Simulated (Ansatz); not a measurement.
`C[CH2][Ga]([Cl])[Cl]` + HCl → `[Cl][Ga]([Cl])[Cl]` + `CC` at 500 K and 1 bar (ligand exchange at a Ga–C bond).

Calculated with Ansatz (gas phase, PBE0-D4/def2-TZVP geometries, no zero-point term in ΔE). CCSD(T)/CBS is the MP2 limit (def2-TZVPP, def2-QZVPP) plus CCSD(T) − MP2 in def2-TZVPP, frozen cores. This one scheme is used for every species. For Ga outer-core shells are correlated without core-valence functions, which leaves a few kJ/mol of doubt a bond. Scalar relativity is left out up to krypton. Each species was taken in one conformer, which may not be the lowest.

```json
{"species": "`C[CH2][Ga]([Cl])[Cl]`", "CCSD(T)/CBS energy (Eh)": "-2922.73620", "H − E (kJ/mol)": "225.8", "S (J/(mol·K))": "451.4"}
{"species": "HCl", "CCSD(T)/CBS energy (Eh)": "-460.38127", "H − E (kJ/mol)": "32.5", "S (J/(mol·K))": "201.9"}
{"species": "`[Cl][Ga]([Cl])[Cl]`", "CCSD(T)/CBS energy (Eh)": "-3303.43734", "H − E (kJ/mol)": "43.4", "S (J/(mol·K))": "365.9"}
{"species": "`CC`", "CCSD(T)/CBS energy (Eh)": "-79.71954", "H − E (kJ/mol)": "220.5", "S (J/(mol·K))": "259.9"}
```

H − E and S are ideal-gas, rigid-rotor, harmonic terms from PBE0-D4/def2-TZVP, for one conformer and one mirror image of each species. 1 Eh = 2625.50 kJ/mol, R = 8.31446 J/(mol·K).

**Question.** By hand: ΔE, ΔH, ΔS and ΔG.

**Answer.** ΔE = (-3303.43734) + (-79.71954) − (-2922.73620) − (-460.38127) = -0.03941 Eh = -103.5 kJ/mol. Δ(H − E) = 43.4 + 220.5 − 225.8 − 32.5 = 5.6, so ΔH = -97.9 kJ/mol. ΔS = 365.9 + 259.9 − 451.4 − 201.9 = -27.5 J/(mol·K). ΔG = -97.9 − 500 × (-27.5)/1000 = -84.2 kJ/mol.

**Question.** By hand: the equilibrium constant, and the temperature at which ΔG would vanish if ΔH and ΔS stayed fixed.

**Answer.** log₁₀ K = −ΔG/(RT ln 10) = 8.8. ΔG = 0 at ΔH/ΔS = 3560 K, far beyond where these terms or the molecules hold.

ΔH outweighs TΔS. A doubt of 5 kJ/mol in ΔE shifts log₁₀ K by 0.5 here. Other conformers and mirror images would add mixing entropy, several J/(mol·K) or more a flexible species. Modes under 60 cm⁻¹, often nearly free rotors, make the harmonic entropy too high. These are equilibria of isolated gas molecules and say nothing of rates. Largest T1 diagnostic: 0.011 (customary marks: 0.02 for closed shells, 0.045 for open ones).
